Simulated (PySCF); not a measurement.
Al₂H₄, SMILES [AlH2][AlH2-], charge -1, multiplicity 2. Geometry: ωB97X-D3(BJ)/def2-TZVPD.

Task: Give the equilibrium geometry at ωB97X-D3(BJ)/def2-TZVPD (PySCF confirms it by a frequency run) as bond lengths and angles, and its point group. (Estimate from the structure and the level; the computed values follow.)

Result: point group D2h.
Atoms: Al1 Al2 H3 H4 H5 H6. Bonds (Å): Al1–Al2 2.457, Al1–H3 1.625, Al1–H4 1.625, Al2–H5 1.625, Al2–H6 1.625. Bond angles (°): Al2–Al1–H3 125.0, Al2–Al1–H4 125.0, H3–Al1–H4 110.1, Al1–Al2–H5 125.0, Al1–Al2–H6 125.0, H5–Al2–H6 110.1.
Charge -1, spin multiplicity 2.
